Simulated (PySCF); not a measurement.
Sn(H)2(Et)(OEt), SMILES CC[O][SnH2][CH2]C, GFN2-xTB optimised geometry.

```
18

Sn     0.58     0.34     0.00
C     -0.44    -0.99    -1.40
C     -1.95    -0.89    -1.30
O     -0.03    -0.42     1.73
C      0.31     0.03     3.01
C     -0.40    -0.84     4.03
H      0.14     1.99     0.00
H      2.29     0.34     0.00
H     -0.10    -0.74    -2.40
H     -0.11    -1.99    -1.16
H     -2.29    -1.13    -0.30
H     -2.30     0.11    -1.55
H     -2.41    -1.59    -2.00
H      1.40    -0.03     3.17
H      0.02     1.08     3.15
H     -1.48    -0.77     3.89
H     -0.10    -1.88     3.90
H     -0.15    -0.52     5.04
```

Density from B3LYP/def2-SVP, def2 effective core potentials past Kr (PySCF 2.14.0) at that geometry. The core electrons that the potentials of Sn replace are not part of the density.

Minimum of the electron density along straight lines between bonded atoms, close to the bond critical point (lines longer than 1.1 times the sum of covalent radii, or with two minima, are not listed):

```json
[
 {"bond": "Sn1–C2", "length / Å": "2.179", "ρ at the minimum / e bohr⁻³": "0.098", "∇²ρ there / e bohr⁻⁵": "0.11", "position (fraction from the first atom)": "0.50"},
 {"bond": "C2–C3", "length / Å": "1.515", "ρ at the minimum / e bohr⁻³": "0.246", "∇²ρ there / e bohr⁻⁵": "(withheld)", "position (fraction from the first atom)": "0.51"},
 {"bond": "Sn1–O4", "length / Å": "1.987", "ρ at the minimum / e bohr⁻³": "0.103", "∇²ρ there / e bohr⁻⁵": "(withheld)", "position (fraction from the first atom)": "0.51"},
 {"bond": "O4–C5", "length / Å": "1.401", "ρ at the minimum / e bohr⁻³": "0.262", "∇²ρ there / e bohr⁻⁵": "-0.44", "position (fraction from the first atom)": "0.66"},
 {"bond": "C5–C6", "length / Å": "1.520", "ρ at the minimum / e bohr⁻³": "0.252", "∇²ρ there / e bohr⁻⁵": "(withheld)", "position (fraction from the first atom)": "0.51"},
 {"bond": "Sn1–H7", "length / Å": "1.711", "ρ at the minimum / e bohr⁻³": "0.108", "∇²ρ there / e bohr⁻⁵": "0.15", "position (fraction from the first atom)": "0.62"},
 {"bond": "Sn1–H8", "length / Å": "1.713", "ρ at the minimum / e bohr⁻³": "0.108", "∇²ρ there / e bohr⁻⁵": "0.14", "position (fraction from the first atom)": "0.62"},
 {"bond": "C2–H9", "length / Å": "1.088", "ρ at the minimum / e bohr⁻³": "0.276", "∇²ρ there / e bohr⁻⁵": "-1.00", "position (fraction from the first atom)": "0.62"},
 {"bond": "C2–H10", "length / Å": "1.089", "ρ at the minimum / e bohr⁻³": "0.276", "∇²ρ there / e bohr⁻⁵": "-1.00", "position (fraction from the first atom)": "0.63"},
 {"bond": "C3–H11", "length / Å": "1.087", "ρ at the minimum / e bohr⁻³": "0.279", "∇²ρ there / e bohr⁻⁵": "-1.04", "position (fraction from the first atom)": "0.63"},
 {"bond": "C3–H12", "length / Å": "1.088", "ρ at the minimum / e bohr⁻³": "0.277", "∇²ρ there / e bohr⁻⁵": "-1.02", "position (fraction from the first atom)": "0.62"},
 {"bond": "C3–H13", "length / Å": "1.089", "ρ at the minimum / e bohr⁻³": "0.276", "∇²ρ there / e bohr⁻⁵": "-1.01", "position (fraction from the first atom)": "0.62"},
 {"bond": "C5–H14", "length / Å": "1.097", "ρ at the minimum / e bohr⁻³": "0.280", "∇²ρ there / e bohr⁻⁵": "-1.03", "position (fraction from the first atom)": "0.62"},
 {"bond": "C5–H15", "length / Å": "1.097", "ρ at the minimum / e bohr⁻³": "0.280", "∇²ρ there / e bohr⁻⁵": "-1.03", "position (fraction from the first atom)": "0.62"},
 {"bond": "C6–H16", "length / Å": "1.086", "ρ at the minimum / e bohr⁻³": "0.278", "∇²ρ there / e bohr⁻⁵": "-1.02", "position (fraction from the first atom)": "0.63"},
 {"bond": "C6–H17", "length / Å": "1.086", "ρ at the minimum / e bohr⁻³": "0.278", "∇²ρ there / e bohr⁻⁵": "-1.02", "position (fraction from the first atom)": "0.63"},
 {"bond": "C6–H18", "length / Å": "1.087", "ρ at the minimum / e bohr⁻³": "0.276", "∇²ρ there / e bohr⁻⁵": "-1.01", "position (fraction from the first atom)": "0.62"}
]
```

Q: Some entries are withheld; supply them.

A: 
- C2–C3, ∇²ρ there / e bohr⁻⁵: -0.56
- Sn1–O4, ∇²ρ there / e bohr⁻⁵: 0.57
- C5–C6, ∇²ρ there / e bohr⁻⁵: -0.60
